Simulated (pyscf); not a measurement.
## Hydrogen shift: •H₂C–GaH–OH (SMILES [CH2][GaH][OH]) -> [H₃C–Ga–OH]• (SMILES [CH3][Ga][OH])

Gas phase, doublet surface, charge 0. Bonds broken: Ga1–H5. Bonds formed: C4–H5. PySCF, gas phase, ωB97X-D3(BJ)/def2-SVP geometries. Correlated levels are frozen-core, on RHF or UHF. ΔMP2 is the change of the MP2 total energy from the triple- to the quadruple-zeta basis.

Transition state (Å):

```xyz
7

Ga    -0.1233     0.2652    -0.4443
O      1.2999     1.0877     0.2564
H      2.0453     1.1793    -0.3482
C     -1.5275    -0.7440     0.3278
H     -0.5166    -1.2085    -1.1198
H     -1.4563    -1.3783     1.2245
H     -2.4469    -0.8691    -0.2572
```

One imaginary mode, 1598i cm⁻¹; descent along it reached the two sides named.

| bond | change | reactant side (Å) | saddle | product side |
|---|---|---|---|---|
| Ga1–H5 | breaks | 1.563 | 1.668 | 2.576 |
| C4–H5 | forms | 3.1 | 1.826 | 1.101 |

Electronic energies relative to the reactant's lowest minimum found (eV):

```
level                             barrier  reaction energy  reverse barrier
--------------------------------  -------  ---------------  ---------------
ωB97X-D3(BJ)/def2-TZVP               1.94            -0.96             2.89
PBE/def2-TZVP                        1.47            -1.15             2.62
r²SCAN/def2-TZVP                     1.68            -0.96             2.64
B3LYP-D3(BJ)/def2-TZVP               1.73            -1.05             2.78
PBE0-D3(BJ)/def2-TZVP                1.73            -1.05             2.78
M06-2X/def2-TZVP                     1.80            -1.12             2.93
ωB97M-D3(BJ)/def2-TZVP               1.85            -1.04             2.89
HF/def2-TZVP                         2.44            -0.64             3.08
MP2/def2-QZVPP                       2.02            -1.05             3.06
CCSD/def2-TZVPP                      1.96            -0.88             2.84
CCSD(T)/def2-TZVPP                   1.83            -0.93             2.77
CCSD(T)/def2-TZVPP + ΔMP2(QZVPP)     1.81            -0.94             2.76
```

With CCSD(T)/def2-TZVPP + ΔMP2(QZVPP) energies and thermal terms (ideal gas, 1 atm, RRHO with modes under 100 cm⁻¹ raised to 100, one conformer, R ln 2 for chiral ones without a mode under 150 cm⁻¹), in eV:

```tsv
T (K)	ΔH‡	ΔG‡	ΔH	ΔG
298	1.76	1.77	-0.81	-0.84
600	1.74	1.79	-0.83	-0.86
900	1.71	1.83	-0.85	-0.87
1200	1.69	1.87	-0.86	-0.87
```

This is the saddle that the search found; another between the same sides may lie lower. The CCSD(T) − MP2 part came from Ansatz, without density fitting, on the same reference. A UHF reference is spin-contaminated (<S²> up to 0.90), which harms MP2 most. The frozen core leaves the outer d or s,p core shells of the metals and heavy elements correlated in the MP2 and CC values, and def2-TZVPP describes them poorly, which can shift differences by a few kcal/mol. Elements up to Kr have no core potential and no relativistic terms here.
